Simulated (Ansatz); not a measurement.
`[AlH2][SiH2]O[SiH3]` + `C=N` → `C=N[SiH2]O[SiH3]` + `[AlH3]`  (cleavage of the Si–Al bond)

Program: Ansatz. Geometries: PBE0-D4/def2-TZVP. ΔE: electronic, gas phase. CCSD(T)/CBS is the MP2 limit (def2-TZVPP, def2-QZVPP) plus CCSD(T) − MP2 in def2-TZVPP, frozen cores. This one scheme is used for every species. Functionals use def2-TZVPP. Each species was taken in one conformer, which may not be the lowest.

CCSD(T)/CBS gives -0.62 eV.

Task: Another level gave -0.61 eV. Which?
A. B2PLYP/def2-TZVPP
B. CCSD(T)/def2-TZVPP
C. SCS-MP2/def2-TZVPP
D. PBE/def2-TZVPP

Result: B. CCSD(T)/def2-TZVPP -0.61, SCS-MP2/def2-TZVPP -0.72, PBE -0.43, B2PLYP -0.66 eV.

Largest T1 diagnostic among the species: 0.013.

From PBE to PBE0 (25 % exact exchange), in def2-TZVPP and without D4, ΔE moves by −0.05 eV. The D4 term adds −0.04 eV with B3LYP and −0.02 eV with PBE0; it sums over pairs of atoms, weighted by their polarisabilities, and B3LYP, whose exchange is more repulsive, gets the larger term.

B3LYP here is the variant with VWN-RPA as its local correlation; programs differ in this.
